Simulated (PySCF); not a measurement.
## Ionisation energy of Te by level of theory

Te [Kr] 4d10 5s2 5p4 (3P) → Te⁺ [Kr] 4d10 5s2 5p3 (4S), as a difference of total energies. Computed with PySCF 2.14 in cc-pVDZ-PP with ECP28MDF, with a scalar-relativistic core potential. Correlated levels: valence: 4s2 4p6 4d10 frozen. The calculations carry no spin-orbit coupling.

```csv
method,ionisation energy (eV)
UHF,7.700
r2SCAN,8.707
MP2 (valence),8.058
SCS-MP2 (valence),8.071
CCSD(T) (valence),8.088
```

Problem. Estimate what BP86 gives.

Solution. 8.875 eV, closest to r2SCAN among the rows shown.

Problem. Estimate what CCSD (valence) gives.

Solution. 8.083 eV, closest to CCSD(T) (valence) among the rows shown.

Errors of the correlated levels include the incompleteness of this basis and the frozen core.

For comparison: 8.749 eV (measured; NIST levels, between the centres of gravity of the two terms).
